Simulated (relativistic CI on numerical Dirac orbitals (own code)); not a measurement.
**Ru⁴⁺ (4d4) in a crystal field**

Calculated by Dirac-Coulomb-Breit CI, separate exchange-only KLI orbitals for each configuration, model QED, valence Slater integrals scaled by 0.7, one configuration in a parametric crystal field (own radial code).

Field parameters in Wybourne normalisation: Oh B⁴₀ = 21Dq, B⁴₄ = √(5/14) B⁴₀. The field is a parameter set, without covalency.

S is read from ⟨S²⟩ = S(S + 1).

Site symmetry Oh; labels are those of the double group. Computed levels in cm⁻¹ above the lowest, in rising order:

```tsv
Δ (size of 10Dq)	Lowest	No. 2	No. 3	No. 4	No. 5	No. 6	No. 7	No. 8
7250	A1	321 T1	592 E	736 T2	890 A2	7401 T2	7443 T1	7479 A1
13050	A1	551 T1	985 E	1183 T2	1407 A2	4184 A1	4663 T1	5028 T2
18850	A1	1015 T1	2194 E	2379 T2	4650 A2	4911 T2	5140 E	5209 T1
24650	A1	971 T1	2168 E	2192 T2	9734 T2	9822 A2	9933 E	9940 T2
30450	A1	927 T1	2109 T2	2114 E	9855 T2	10720 E	15343 A2	15375 T2
36250	A1	899 T1	2069 T2	2083 E	9940 T2	10748 E	20885 A1	20971 A2
42050	A1	879 T1	2044 T2	2062 E	10018 T2	10772 E	21447 A1	26649 A2
```

Ground-state S against |10Dq| in cm⁻¹: 7250: 1.94, 13050: 1.75, 18850: 1.17, 24650: 1.04, 30450: 1.01, 36250: 1.00, 42050: 1.00.

The spin changes between |10Dq| = 13050 and 18850 cm⁻¹.
